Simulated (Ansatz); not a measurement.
Consider the cleavage of the Si–Si bond: `O[SiH]([SiH3])S` + `O[SiH](Br)O[SiH3]` → `[SiH3]O[SiH](Br)O[SiH3]` + `O[SiH2]S`.

Gas-phase electronic energies from Ansatz, PBE0-D4/def2-TZVP geometries. CCSD(T)/CBS is the MP2 limit (def2-TZVPP, def2-QZVPP) plus CCSD(T) − MP2 in def2-TZVPP, frozen cores. Functionals use def2-TZVPP. For Br outer-core shells are correlated without core-valence functions, which leaves a few kJ/mol of doubt a bond. Scalar relativity is left out up to krypton. Each species was taken in one conformer, which may not be the lowest.

| level | ΔE (kJ/mol) |
| --- | --- |
| ωB97M-V | -112.9 |
| PBE0 | -91.9 |
| CCSD/def2-TZVPP | -116.4 |
| CCSD(T)/def2-TZVPP | -112.7 |

Q: What does CCSD(T)/CBS give? (Estimate.)

A: Ansatz gave: -112.0 kJ/mol. The listed levels differ from it by -0.9, 20.1, -4.4, -0.7 kJ/mol.

Largest T1 diagnostic among the species: 0.012.

In def2-TZVPP, CCSD(T) changes the Hartree–Fock value by +25.7 kJ/mol (the triples alone add +3.7 kJ/mol) and MP2 by +18.9 kJ/mol. From PBE to PBE0 (25 % exact exchange), in def2-TZVPP and without D4, ΔE moves by −9.6 kJ/mol.
